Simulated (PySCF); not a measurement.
Compound: C2H4BCl3.
Bonds: Cl1–C2, C2–C3, C3–B4, B4–Cl5, B4–Cl6. Hydrogens: H7, H8 on C2; H9, H10 on C3.

Computed by this run: PySCF, PBE0-D3(BJ)/def2-SVP geometry optimisation, gas phase; density fitting, grid level 1; the optimiser is geomeTRIC in internal coordinates, started from a GFN2-xTB structure with every atom displaced at random (about 0.01 Å).

The end geometry, which sets the zero of energy:
```
atom  x, y, z in Å
Cl1    -2.7216   -0.0439    0.4322
C2     -1.0049   -0.5498    0.4610
C3     -0.1060    0.4982   -0.1562
B4      1.4246    0.1772   -0.1730
Cl5     2.5594    1.3549   -0.7997
Cl6     2.0621   -1.3462    0.4178
H7     -0.7454   -0.7388    1.5114
H8     -0.9436   -1.5054   -0.0769
H9     -0.4109    0.6996   -1.1997
H10    -0.2380    1.4685    0.3558
```

Problem. These geometries come from the run, each turned onto the end geometry. Order them by energy, lowest first.
A.
```
atom  x, y, z in Å
Cl1    -2.7302   -0.0888    0.3346
C2     -1.0053   -0.5463    0.4699
C3     -0.1024    0.5075   -0.1314
B4      1.4240    0.1671   -0.1961
Cl5     2.5520    1.3341   -0.8462
Cl6     2.0587   -1.3583    0.3837
H7     -0.7996   -0.6928    1.5391
H8     -0.8876   -1.5163   -0.0310
H9     -0.4233    0.7441   -1.1613
H10    -0.2105    1.4639    0.4113
```
B.
```
atom  x, y, z in Å
Cl1    -2.7477   -0.1298    0.2795
C2     -1.0078   -0.5330    0.4787
C3     -0.0951    0.5199   -0.1019
B4      1.4065    0.1356   -0.2299
Cl5     2.5515    1.3371   -0.8861
Cl6     2.0749   -1.3826    0.3871
H7     -0.8310   -0.6741    1.5536
H8     -0.8539   -1.5012   -0.0155
H9     -0.4220    0.7674   -1.1417
H10    -0.1998    1.4747    0.4488
```
C.
```
atom  x, y, z in Å
Cl1    -2.6925   -0.0683    0.4109
C2     -1.0051   -0.5556    0.4545
C3     -0.1271    0.5213   -0.1623
B4      1.4805    0.1696   -0.1795
Cl5     2.5612    1.2865   -0.8420
Cl6     2.0341   -1.3071    0.4542
H7     -0.7427   -0.7314    1.5017
H8     -0.9188   -1.4846   -0.1033
H9     -0.4469    0.7267   -1.1564
H10    -0.2671    1.4570    0.3948
```
D.
```
atom  x, y, z in Å
Cl1    -2.7364   -0.1268    0.2801
C2     -1.0062   -0.5446    0.4763
C3     -0.1024    0.5230   -0.1019
B4      1.4191    0.1782   -0.1841
Cl5     2.5726    1.3062   -0.8999
Cl6     2.0559   -1.3664    0.3572
H7     -0.8353   -0.6803    1.5527
H8     -0.8567   -1.5173   -0.0113
H9     -0.4200    0.7645   -1.1367
H10    -0.2147    1.4777    0.4402
```

Solution. A (0.004 eV), D (0.014 eV), B (0.049 eV), C (0.206 eV).

In the order of the answer:

```
step  E above end (eV)  largest force (eV/Å)  rms force component (eV/Å)  rms distance from end (Å)  rms bond change (Å)  bond most changed (Å)
   4             0.004                  0.12                       0.033                      0.060                0.002          B4–Cl6 -0.003
   2             0.014                  0.36                       0.099                      0.096                0.005          B4–Cl5 +0.014
   1             0.049                  1.04                       0.291                      0.097                0.014          B4–Cl5 +0.033
   0             0.206                  3.10                       0.902                      0.050                0.043           C3–B4 +0.082
```

What follows is the cost of the whole optimisation. Time: 79 s wall; peak memory 0.50 GiB. Hardware: one thread of an Arm Neoverse N1, no GPU, shared host.
